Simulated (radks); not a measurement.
Results of a calculation; reference values are marked as such.
Task: Pr52+, 7 electrons, occupied as [He] 2s2 2p3. Code: a radial shooting solver on a logarithmic mesh with Libxc functionals. Model: Dirac Kohn-Sham, LB94 model potential, spin-unpolarised, spherical densities, finite nucleus; open shells fill j = l - 1/2 first; Fermi nuclear charge, rms radius 4.8919 fm. Some entries of the table are withheld. Estimate them.

orbital,occ.,eigenvalue (eV),<r> (bohr),<r^2> (bohr^2)
1s1/2,2,(1),0.02401,0.0007832
2s1/2,2,-10901.17,0.09897,0.01157
2p1/2,2,(2),0.08236,(3)
2p3/2,1,(4),0.08819,(5)
3s1/2,0,(6),0.2316,0.06123
3p1/2,0,-4578.670,0.2165,(7)
3p3/2,0,-4427.125,0.2248,(8)

Result: 
(1) 1s1/2 eigenvalue (eV): -46662.06
(2) 2p1/2 eigenvalue (eV): -10668.11
(3) 2p1/2 <r^2> (bohr^2): 0.008310
(4) 2p3/2 eigenvalue (eV): -10135.38
(5) 2p3/2 <r^2> (bohr^2): 0.009401
(6) 3s1/2 eigenvalue (eV): -4651.531
(7) 3p1/2 <r^2> (bohr^2): 0.05434
(8) 3p3/2 <r^2> (bohr^2): 0.05840
